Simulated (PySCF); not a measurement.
**Static response to an electric field**

C5H10O2.
Structure used (GFN2-xTB), in Å, numbered top down from 1:
```xyz
17
C5H10O2 angstrom
C     -2.752   -0.354   -0.002
C     -1.268   -0.641    0.181
C     -0.503    0.625    0.561
O      0.881    0.355    0.783
C      1.682    0.332   -0.288
C      3.105    0.050    0.117
O      1.308    0.532   -1.413
H     -2.904    0.378   -0.792
H     -3.278   -1.266   -0.273
H     -3.184    0.034    0.917
H     -1.125   -1.389    0.964
H     -0.850   -1.034   -0.747
H     -0.870    1.036    1.504
H     -0.599    1.373   -0.234
H      3.675   -0.276   -0.747
H      3.545    0.964    0.509
H      3.128   -0.704    0.899
```

Level: wB97X-D/def2-SVPD (PySCF), static field, nuclei fixed, core orbitals frozen in the response. The polarisability tensor in these axes (au):

```
x   82.48  0.53 -1.17
y    0.53 58.05 -0.64
z   -1.17 -0.64 64.43
```

Task: Diagonalise the tensor; give its mean and Δα, where Δα² is half the sum of the squared differences of the eigenvalues.

Result: Principal values 57.98, 64.42 and 82.57 au; mean 68.32 au = 10.12 Å³ = 11.26 × 10⁻⁴⁰ C²·m²/J; Δα = 22.09 au (32 % of the mean).

Task: What is the dipole moment, and where does it point?

Result: (-0.22, -0.40, 1.86) D, 1.91 D in size, pointing from the negative to the positive side. Measured along this direction, the outermost atoms are O7 at the negative end and H11, H13 and H10 at the positive end.

Task: Sum over states: ᾱ = Σ f/ω², ω in Eh. What share falls to these 8 lowest TDDFT singlets (eV, f)? 6.02, 0.0010; 8.08, 0.0137; 8.20, 0.1691; 8.68, 0.0005; 8.76, 0.0063; 9.09, 0.0004; 9.27, 0.0003; 9.34, 0.0127.

Result: They add up to 2.22 au, 3.2 % of the 68.32 au; the largest single term is 1.86 au, from the state at 8.20 eV. Terms in order: 0.02, 0.16, 1.86, 0.01, 0.06, 0.00, 0.00, 0.11 au. Higher excitations give the rest. The strengths listed sum to 0.204.

Task: What depolarisation ratio follows for Rayleigh scattering of linearly polarised light, taking the static tensor?

Result: ρ = 3Δα²/(45ᾱ² + 4Δα²) = 1463.5/(210060 + 1951.3) = 0.0069.

Task: Along which axes do the principal values lie, and how far do the nuclei extend along each?

Result: Largest value along (1.00, 0.02, -0.07), where the nuclei span 6.99 Å; middle along (0.07, -0.09, 0.99), 2.70 Å; least along (-0.02, 1.00, 0.10), 2.63 Å. 

Task: Orientational against electronic polarisability at 298 K (dilute gas, rigid molecules)?

Result: In Gaussian units μ²/3kT = 29.69 Å³ against 10.12 Å³, a ratio of 2.93; the Debye molar polarisation (4π/3)N_A(α + μ²/3kT) is 100.4 cm³/mol, leaving out the vibrational part.

One conformer (not necessarily the lowest) at the GFN2-xTB geometry, without solvent, vibrations or thermal averaging.

These values come from a run that also computed excited states. The run took 52 s on one thread of an Arm Neoverse V1 (shared host).

wB97X-D is run here without its empirical dispersion term; that term would change no orbital, density or response property at a fixed geometry.
